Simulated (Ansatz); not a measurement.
Consider the formal hydrolysis of the Si–S bond: `CS[Si]S` + H₂O → `CS[Si]O` + H₂S.

Isolated molecules relaxed with PBE0-D4/def2-TZVP in Ansatz; ΔE leaves out vibrations. CBS: def2 TZ/QZ extrapolation, frozen cores. DFT in def2-TZVPP. B3LYP here is the variant with VWN-RPA as its local correlation; programs differ in this. One conformer a species, not always the lowest.

Q: Is it downhill or uphill in electronic energy at CCSD(T)/CBS, and by how much? (An estimate is asked.)

A: The calculation gave: Downhill: ΔE = -26.4 kJ/mol.

Q: What do these levels give: B3LYP-D4, PBE, MP2/def2-TZVPP, SCS-MP2/def2-TZVPP, CCSD(T)/def2-TZVPP, SCS-MP2/def2-QZVPP? (An estimate is asked.)

A: Ansatz gave: B3LYP-D4 -29.9, PBE -20.6, MP2/def2-TZVPP -27.0, SCS-MP2/def2-TZVPP -33.5, CCSD(T)/def2-TZVPP -31.2, SCS-MP2/def2-QZVPP -30.7 kJ/mol.

Largest T1 diagnostic among the species: 0.015.

In def2-TZVPP, CCSD(T) changes the Hartree–Fock value by +15.2 kJ/mol (the triples alone add +4.1 kJ/mol) and MP2 by +19.4 kJ/mol. The D4 term adds +6.0 kJ/mol with B3LYP and +3.1 kJ/mol with PBE0; it sums over pairs of atoms, weighted by their polarisabilities, and B3LYP, whose exchange is more repulsive, gets the larger term.
